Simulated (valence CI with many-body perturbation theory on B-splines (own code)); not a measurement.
# E1 transitions of Mn18+

Calculated by relativistic CI+MBPT: five valence electrons over a frozen Dirac-Fock core [He], radial functions for each j: 9 s, 9 p, 8 d, 6 f, 3 g, 1 h, with the one-electron correlation potential Σ1 (screened to all orders), the two-electron term Σ2, the three-electron term Σ3, Breit, model QED; selected single and double excitations, second order for the rest (own B-spline code, finite nucleus).

No measured levels were compared; by estimate levels of excited configurations hold to 0.05 to 0.15 % of their energy, terms of the ground configuration to about 0.5 %. Among the levels kept, up to 2000 cm⁻¹ of a level comes from second order outside the variational space, and about a tenth of that is noise between levels of different J, which matters for small intervals.

Lines 1 to 50 of 275 in falling wavelength, among levels below 906.78 eV, chosen from the strongest by gf and those to the six lowest levels. Wavelengths and rates use the calculated energies, so an error of 600 cm⁻¹ moves a line at 580.1 Å by 0.35 % and its rate by three times that or more. Electric multipoles are in the length gauge, E1 and E2 with the static RPA response of the core. Weak lines are less certain than strong ones. Lines between different terms over intervals too small for the method are left out, as are lines whose strength nearly cancels. Where a level lies close to another of its J and parity, the split of strength between their lines is uncertain. The highest levels of a list are the least certain.

Names give the largest LS component (configuration and term), which can be under half, so a name can repeat, a term be missing and a line seem to break the LS rules; names also repeat where a configuration has a term twice. Letters in brackets count levels of one name in rising energy.

| λ vac (Å) | Upper | Lower | A (s⁻¹) | S (a.u.) |
| --- | --- | --- | --- | --- |
| 580.1 | 2s²2p²3p ⁴P°_5/2 | 2s²2p²3s ²P_3/2 | 2.03e+08 | 1.17e-01 |
| 569.8 | 2s2p³3p ⁴P_5/2 | 2s2p³3s ⁴S°_3/2 | 7.35e+08 | 4.03e-01 |
| 568.6 | 2s2p³3p ⁴P_3/2 | 2s2p³3s ⁴S°_3/2 | 8.71e+08 | 3.16e-01 |
| 549.0 | 2s2p³3p ⁴P_1/2 | 2s2p³3s ⁴S°_3/2 | 9.07e+08 | 1.48e-01 |
| 545.8 | 2s²2p²3p ²D°_3/2 [a] | 2s²2p²3s ²P_3/2 | 2.97e+08 | 9.53e-02 |
| 534.8 | 2s²2p²3p ²S°_1/2 | 2s²2p²3s ⁴P_3/2 | 7.12e+08 | 1.07e-01 |
| 527.5 | 2s²2p²3d ²D_5/2 [c] | 2s2p³3s ⁴S°_3/2 | 2.17e+08 | 9.42e-02 |
| 523.6 | 2s²2p²3p ⁴D°_1/2 | 2s²2p²3s ⁴P_1/2 | 1.37e+09 | 1.94e-01 |
| 494.6 | 2s2p³3p ⁴P_5/2 | 2s²2p²3p ²P°_3/2 [b] | 3.79e+08 | 1.36e-01 |
| 491.7 | 2s²2p²3p ⁴P°_5/2 | 2s²2p²3s ⁴P_5/2 | 1.25e+09 | 4.40e-01 |
| 487.3 | 2s²2p²3p ²F°_5/2 | 2s²2p²3s ²D_3/2 | 1.61e+09 | 5.52e-01 |
| 479.5 | 2s2p³3p ⁶P_3/2 | 2s2p³3s ⁶S°_5/2 | 2.14e+09 | 4.66e-01 |
| 473.3 | 2s²2p²3d ²P_1/2 [a] | 2s²2p²3p ²P°_1/2 [a] | 8.17e+08 | 8.55e-02 |
| 466.5 | 2s2p³3p ⁶P_5/2 | 2s2p³3s ⁶S°_5/2 | 2.26e+09 | 6.80e-01 |
| 464.3 | 2s²2p²3p ⁴P°_3/2 | 2s²2p²3s ⁴P_3/2 | 1.08e+09 | 2.14e-01 |
| 462.5 | 2s²2p²3d ²D_5/2 [c] | 2s²2p²3p ²P°_3/2 [b] | 7.95e+08 | 2.33e-01 |
| 456.2 | 2s²2p²3d ⁴P_5/2 | 2s²2p²3p ²D°_5/2 [a] | 3.70e+08 | 1.04e-01 |
| 454.7 | 2s²2p²3d ²P_3/2 [b] | 2s²2p²3p ²P°_3/2 [b] | 8.45e+08 | 1.57e-01 |
| 452.7 | 2s²2p²3p ⁴D°_7/2 | 2s²2p²3s ⁴P_5/2 | 2.34e+09 | 8.59e-01 |
| 451.3 | 2s²2p²3p ⁴D°_5/2 | 2s²2p²3s ⁴P_3/2 | 2.15e+09 | 5.85e-01 |
| 449.5 | 2s²2p²3p ²D°_3/2 [a] | 2s²2p²3s ²P_1/2 | 1.14e+09 | 2.04e-01 |
| 440.3 | 2s²2p²3d ²G_7/2 | 2s2p³3s ⁶S°_5/2 | 3.42e+08 | 1.15e-01 |
| 440.3 | 2s²2p²3p ²F°_7/2 | 2s²2p²3s ²D_5/2 | 2.63e+09 | 8.86e-01 |
| 438.2 | 2s²2p²3p ⁴D°_3/2 | 2s²2p²3s ⁴P_1/2 | 2.18e+09 | 3.62e-01 |
| 435.7 | 2s2p³3p ⁶P_7/2 | 2s2p³3s ⁶S°_5/2 | 2.63e+09 | 8.60e-01 |
| 433.5 | 2s²2p²3p ²D°_3/2 [b] | 2s²2p²3s ²D_3/2 | 7.32e+08 | 1.18e-01 |
| 431.0 | 2s²2p²3p ²P°_1/2 [c] | 2s²2p²3s ²S_1/2 | 2.76e+09 | 2.18e-01 |
| 429.9 | 2s²2p²3d ²D_5/2 [b] | 2s²2p²3p ²D°_5/2 [b] | 8.72e+08 | 2.05e-01 |
| 429.2 | 2s²2p²3p ⁴P°_1/2 | 2s²2p²3s ⁴P_3/2 | 1.28e+09 | 9.96e-02 |
| 426.0 | 2s²2p²3d ⁴D_7/2 | 2s²2p²3p ⁴D°_7/2 | 7.14e+08 | 2.18e-01 |
| 425.5 | 2s²2p²3d ⁴F_9/2 | 2s²2p²3p ⁴D°_7/2 | 2.47e+09 | 9.38e-01 |
| 423.6 | 2s²2p²3p ²P°_3/2 [a] | 2s²2p²3s ²P_3/2 | 1.56e+09 | 2.34e-01 |
| 419.3 | 2s²2p²3p ²D°_5/2 [a] | 2s²2p²3s ²P_3/2 | 1.83e+09 | 4.01e-01 |
| 418.6 | 2s²2p²3p ²D°_3/2 [b] | 2s²2p²3s ²D_5/2 | 1.63e+09 | 2.37e-01 |
| 418.4 | 2s²2p²3d ⁴F_7/2 | 2s²2p²3p ⁴D°_5/2 | 2.52e+09 | 7.27e-01 |
| 416.6 | 2s²2p²3d ²P_1/2 [b] | 2s²2p²3p ²P°_1/2 [b] | 1.54e+09 | 1.10e-01 |
| 416.1 | 2s²2p²3d ²G_7/2 | 2s²2p²3p ²F°_5/2 | 2.22e+09 | 6.32e-01 |
| 414.5 | 2s²2p²3d ²G_9/2 | 2s²2p²3p ²F°_7/2 | 2.79e+09 | 9.79e-01 |
| 412.2 | 2s²2p²3d ⁴P_5/2 | 2s²2p²3p ⁴S°_3/2 | 7.67e+08 | 1.59e-01 |
| 411.6 | 2s²2p²3p ²P°_3/2 [c] | 2s²2p²3s ²S_1/2 | 2.88e+09 | 3.97e-01 |
| 410.8 | 2s²2p²3d ²F_5/2 | 2s²2p²3p ²D°_3/2 [a] | 2.21e+09 | 4.54e-01 |
| 410.6 | 2s²2p²3d ²D_3/2 [b] | 2s²2p²3p ²D°_3/2 [b] | 1.23e+09 | 1.68e-01 |
| 408.5 | 2s²2p²3d ⁴F_5/2 [a] | 2s²2p²3p ⁴D°_3/2 | 2.67e+09 | 5.38e-01 |
| 407.9 | 2s²2p²3p ²D°_5/2 [b] | 2s²2p²3s ²D_3/2 | 4.78e+08 | 9.61e-02 |
| 407.1 | 2s²2p²3d ²P_3/2 [a] | 2s²2p²3p ⁴P°_3/2 | 6.89e+08 | 9.17e-02 |
| 406.4 | 2s²2p²3p ⁴S°_3/2 | 2s²2p²3s ⁴P_5/2 | 2.35e+09 | 3.11e-01 |
| 404.7 | 2s²2p²3d ²D_5/2 [b] | 2s²2p²3p ²D°_3/2 [b] | 9.27e+08 | 1.82e-01 |
| 403.7 | 2s²2p²3d ²F_7/2 [a] | 2s²2p²3p ²D°_5/2 [a] | 2.46e+09 | 6.39e-01 |
| 403.4 | 2s²2p²3d ⁴F_5/2 [b] | 2s²2p²3p ⁴D°_5/2 | 6.00e+08 | 1.17e-01 |
| 399.2 | 2s²2p²3d ²F_7/2 [b] | 2s²2p²3p ²D°_5/2 [b] | 2.22e+09 | 5.59e-01 |
